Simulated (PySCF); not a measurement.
Start geometry of `[NH3]->[Ag+2](<-[NH3])(<-[NH3])<-[NH3]` ([Ag(NH3)4]2+) [radical] from GFN2-xTB (Å):
```
atom  x, y, z in Å
Ag1    0.0007    0.0008    0.0006
N2     2.2684   -0.0020   -0.0415
H3     2.6646    0.1965    0.8766
H4     2.6385    0.7009   -0.6798
H5     2.6637   -0.8918   -0.3403
N6     0.0103    2.2723    0.0248
H7    -0.1313    2.6582   -0.9081
H8     0.8832    2.6663    0.3719
H9    -0.7273    2.6551    0.6148
N10   -2.2671    0.0001    0.0031
H11   -2.6491   -0.6976   -0.6337
H12   -2.6701    0.8917   -0.2794
H13   -2.6440   -0.2072    0.9273
N14   -0.0109   -2.2704    0.0153
H15    0.1444   -2.6554   -0.9157
H16   -0.8903   -2.6633    0.3474
H17    0.7164   -2.6542    0.6168
```

Question: What comes out of this run: PBE0-D3(BJ)/def2-SVP geometry optimisation, gas phase, def2 core potentials past Kr (PySCF)?

Answer: 
```
atom  x, y, z in Å
Ag1    0.0008    0.0015    0.0009
N2     2.2255   -0.0160   -0.0479
H3     2.6339    0.1783    0.8723
H4     2.6105    0.6830   -0.6906
H5     2.6224   -0.9101   -0.3507
N6     0.0076    2.2260    0.0314
H7    -0.1348    2.6247   -0.9026
H8     0.8824    2.6270    0.3816
H9    -0.7272    2.6169    0.6288
N10   -2.2243    0.0135   -0.0049
H11   -2.6197   -0.6808   -0.6464
H12   -2.6297    0.9089   -0.2920
H13   -2.6141   -0.1900    0.9214
N14   -0.0088   -2.2231    0.0222
H15    0.1463   -2.6188   -0.9110
H16   -0.8883   -2.6253    0.3587
H17    0.7177   -2.6158    0.6286
```

The energy falls by 3.6 kJ/mol over 4 energy and gradient evaluations, the largest force component goes from 0.0111 to 3.2e-04 Eh/bohr, and the atoms move by 0.039 Å rms after alignment. Among the bonds, Ag1–N6 and Ag1–N14 change most and about equally (-0.047 Å). Bonds longer at the end by more than 0.005 Å: 12 of 16; shorter: 4. Rotational constants go from 2602, 2580, 1333 to 2691, 2676, 1382 MHz. The orientation of the end geometry is arbitrary; only internal coordinates are fixed.

The run used 147 basis functions and 30 SCF cycles in all.

No PBE0-D3(BJ)/def2-SVP frequencies stand behind this structure, so it isn't proved a minimum. ⟨S²⟩ = 0.754 (exact for a doublet: 0.75). The ion is multiply charged and computed without counter-ions or solvent.

For an open-shell metal species like this, the optimisation's SCF solution wasn't tested for stability and no frequencies at its level were run, so a lower state or another shape may exist.
